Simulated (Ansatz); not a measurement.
`C[S][GeH2][OH]` + `O[SiH](O)O` → `[OH][GeH2][O][SiH](O)O` + CH₃SH  (ligand exchange at a Ge–S bond)

Calculated with Ansatz (gas phase, PBE0-D4/def2-TZVP geometries, no zero-point term in ΔE). CCSD(T)/CBS is the MP2 limit (def2-TZVPP, def2-QZVPP) plus CCSD(T) − MP2 in def2-TZVPP, frozen cores. This one scheme is used for every species. DFT in def2-TZVPP. For Ge outer-core shells are correlated without core-valence functions, which leaves a few kJ/mol of doubt a bond. Scalar relativity is left out up to krypton. Each species was taken in one conformer, which may not be the lowest.

```csv
species,PBE energy (Eh)
`C[S][GeH2][OH]`,-2591.61195
`O[SiH](O)O`,-517.45194
`[OH][GeH2][O][SiH](O)O`,-2670.56868
CH₃SH,-438.49541
```

Q: Work out ΔE.

A: ΔE = (-2670.56868) + (-438.49541) − (-2591.61195) − (-517.45194) = -0.00020 Eh = -0.5 kJ/mol. CCSD(T)/CBS gives -13.5 kJ/mol.

Largest T1 diagnostic among the species: 0.012.

In def2-TZVPP, CCSD(T) changes the Hartree–Fock value by +8.3 kJ/mol (the triples alone add +1.7 kJ/mol) and MP2 by +12.4 kJ/mol. From PBE to PBE0 (25 % exact exchange), in def2-TZVPP and without D4, ΔE moves by −4.0 kJ/mol.
